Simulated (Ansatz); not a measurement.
One geometry of H₂Se₂, several levels of theory.

```yaml
crystal:
  periodic: [false, false, false]
  atoms:
    - {symbol: Se, position_ang: [-1.003507, -0.338233, -0.711178]}
    - {symbol: Se, position_ang: [1.209061, -0.405859, 0.024975]}
    - {symbol: H, position_ang: [-1.115425, 1.129225, -0.781315]}
    - {symbol: H, position_ang: [0.909881, -0.385133, 1.467528]}
basis:
  gaussian: {orbitals: def2-TZVPP, initial_orbitals: start.molden}
correlation: {method: ccsd_t}
scf: {omitted_lower_state_checks: [starts]}
output: {orbitals: {seedname: orbitals}}
```

The file start.molden holds the orbitals of an earlier run on this structure, at another level or in another basis.

```sh
$ ansatz run in.yaml --threads 4 --pin off --events-out ev --progress --plain --max-ram 3916MiB
```

It prints (some lines left out):

```
Functional definition: HF
802 factors; integrals over basis functions are off by at most 1.4e-3 eV
mean field evaluation 1: about -130637.3293 eV, gradient 3.2e1 eV
mean field evaluation 2: about -130637.8798 eV, gradient 7.3e-1 eV
mean field evaluation 4: about -130638.0924 eV, gradient 6.4e-3 eV
mean field evaluation 8: about -130638.0925 eV, gradient 1.1e-6 eV
mean field -130638.09246061 eV, -4800.8613482480 hartree, gradient 8.3e-7 eV, S^2 0.000000; 0 other end points of the search recorded, 0 dependent functions left out
18 core orbitals not correlated: weight in the atoms' cores, before any rotation towards them, 1.000 or more for the frozen orbitals, at most 0.000 for the correlated occupied ones
reference -130638.09246061 eV, -4800.8613482480 hartree; 17, 17 occupied and 89, 89 virtual orbitals, 802 factors
second order -14.92981173 eV of doubles, -0.00000000 eV of singles
cycle   1  -14.92216206 eV  change    7.6e-3 eV  update   7.9e-2
cycle   2  -15.35320226 eV  change   -4.3e-1 eV  update   2.3e-2
cycle   3  -15.37549258 eV  change   -2.2e-2 eV  update   9.4e-3
cycle   4  -15.36959702 eV  change    5.9e-3 eV  update   2.6e-3
cycle   5  -15.37064269 eV  change   -1.0e-3 eV  update   1.1e-3
cycle   6  -15.37024247 eV  change    4.0e-4 eV  update   4.1e-4
cycle   7  -15.37017615 eV  change    6.6e-5 eV  update   1.5e-4
cycle   8  -15.37025262 eV  change   -7.6e-5 eV  update   6.5e-5
cycle   9  -15.37023782 eV  change    1.5e-5 eV  update   2.9e-5
perturbative correction -0.57268243 eV, -0.0210456910 hartree
Total energy: -130654.03538085 eV, -4801.4472397603 hartree
Checks for a lower state left out: starts
```

Run time 14 s (4 threads of Intel Xeon on a shared host), peak host memory 0.61 GiB.

The first input with `gaussian: {orbitals: def2-TZVP, initial_orbitals: start.molden}`, `hamiltonian: {xc: {name: wB97X-V}}` and without the key `correlation` (abridged; 4 s):

```
Functional definition: wB97X-V
mean field -130720.03620975 eV, -4803.8727254855 hartree, gradient 8.2e-6 eV, S^2 0.000000
Total energy: -130720.03620831 eV, -4803.8727254323 hartree
Checks for a lower state left out: starts
```

First input, but with `gaussian: {orbitals: def2-TZVP, initial_orbitals: start.molden}`, `hamiltonian: {xc: {name: r2SCANh}, dispersion: d4}` and without the key `correlation` (abridged; 2.7 s):

```
Functional definition: r2SCANh
mean field -130731.30379247 eV, -4804.2868015130 hartree, gradient 6.9e-5 eV, S^2 0.000000
Total energy: -130731.32078217 eV, -4804.2874258729 hartree
Checks for a lower state left out: starts
```

The first input with `gaussian: {orbitals: def2-TZVP, initial_orbitals: start.molden}`, `hamiltonian: {xc: pbe, dispersion: d4}` and without the key `correlation` (abridged; 1.4 s):

```
Functional definition: PBE
mean field -130712.50302119 eV, -4803.5958859119 hartree, gradient 1.3e-5 eV, S^2 0.000000
Total energy: -130712.57991813 eV, -4803.5987118225 hartree
Checks for a lower state left out: starts
```

The first input with `gaussian: {orbitals: def2-TZVP, initial_orbitals: start.molden}`, `hamiltonian: {xc: {name: revPBE}, dispersion: d4}` and without the key `correlation` (abridged; 1.3 s):

```
Functional definition: revPBE
mean field -130721.41289783 eV, -4803.9233178391 hartree, gradient 9.9e-6 eV, S^2 0.000000
Total energy: -130721.61318699 eV, -4803.9306783301 hartree
Checks for a lower state left out: starts
```

The first input with `gaussian: {orbitals: def2-TZVP, initial_orbitals: start.molden}`, `hamiltonian: {xc: r2scan, dispersion: d4}` and without the key `correlation` (abridged; 2.2 s):

```
Functional definition: r2SCAN
mean field -130731.48749249 eV, -4804.2935523641 hartree, gradient 7.8e-5 eV, S^2 0.000000
Total energy: -130731.50279422 eV, -4804.2941146925 hartree
Checks for a lower state left out: starts
```

First input, but with `gaussian: {orbitals: def2-TZVP, initial_orbitals: start.molden}`, `hamiltonian: {xc: {name: B97M-V}}` and without the key `correlation` (abridged; 3.7 s):

```
Functional definition: B97M-V
mean field -130708.24067773 eV, -4803.4392476788 hartree, gradient 8.9e-6 eV, S^2 0.000000
Total energy: -130708.24072123 eV, -4803.4392492774 hartree
Checks for a lower state left out: starts
```

Geometry: r2SCAN-D4/def2-TZVP.

Correlated methods freeze 18 core orbitals; core or outer-core shells of Se are correlated, in sets that lack core-valence functions.
